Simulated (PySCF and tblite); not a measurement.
Values are calculated unless marked as measured or tabulated.
Stationary points of C₅H₁₀B₂ at GFN2-xTB, in Å:

Structure A

```
 1 B    -0.131    1.041   -0.579
 2 C    -0.257   -0.204    0.349
 3 B     1.004   -0.906    0.928
 4 C     2.430   -0.389    0.606
 5 C     2.675    0.661   -0.172
 6 C    -1.453   -0.721    0.687
 7 C    -2.774   -0.193    0.238
 8 H    -0.120    0.907   -1.745
 9 H    -0.188    2.122   -0.124
10 H     0.872   -1.844    1.622
11 H     3.289   -0.903    1.030
12 H     3.665    1.028   -0.404
13 H     1.850    1.205   -0.618
14 H    -1.515   -1.590    1.334
15 H    -2.650    0.674   -0.406
16 H    -3.323   -0.965   -0.303
17 H    -3.379    0.086    1.102
```

Structure B

```
 1 B    -0.281    0.435   -1.537
 2 C    -0.281   -0.402   -0.234
 3 B     1.073   -1.152   -0.032
 4 C     2.308   -0.392    0.513
 5 C     2.495    0.919    0.367
 6 C    -1.305   -0.473    0.628
 7 C    -2.665    0.110    0.430
 8 H     0.259    0.029   -2.494
 9 H    -0.760    1.504   -1.570
10 H     1.170   -2.279   -0.343
11 H     3.099   -0.953    1.001
12 H     3.387    1.428    0.701
13 H     1.757    1.532   -0.128
14 H    -1.202   -1.048    1.544
15 H    -2.671    0.826   -0.387
16 H    -3.381   -0.680    0.196
17 H    -3.003    0.595    1.345
```

Structure C

```
 1 B    -0.745   -0.083   -1.840
 2 C    -0.215   -0.326   -0.410
 3 B     1.240   -0.881   -0.339
 4 C     2.204   -0.421    0.783
 5 C     2.162    0.767    1.385
 6 C    -0.904   -0.105    0.723
 7 C    -2.334    0.319    0.775
 8 H    -0.857   -0.980   -2.583
 9 H    -0.975    1.004   -2.215
10 H     1.617   -1.647   -1.143
11 H     3.001   -1.096    1.085
12 H     2.869    1.066    2.145
13 H     1.420    1.504    1.117
14 H    -0.460   -0.317    1.689
15 H    -2.660    0.698   -0.191
16 H    -2.971   -0.525    1.045
17 H    -2.472    1.086    1.538
```

Level: PBE/pcSseg-1 + D3(BJ) on GFN2-xTB stationary points, with GFN2-xTB thermal terms.

Question: Which structure is a saddle point, and along which motion?

Answer: B: one imaginary mode (40i cm⁻¹ at GFN2-xTB, mostly on B1, C5, B3), along the rotation about the B3–C2 bond (torsion C4–B3–C2–B1 from 0° to 143°, rising).

Question: Give their symmetry and energies above the lowest.

Answer: A Cs, 0.0 kcal/mol; B C1, 4.0 kcal/mol; C C1, 0.5 kcal/mol.
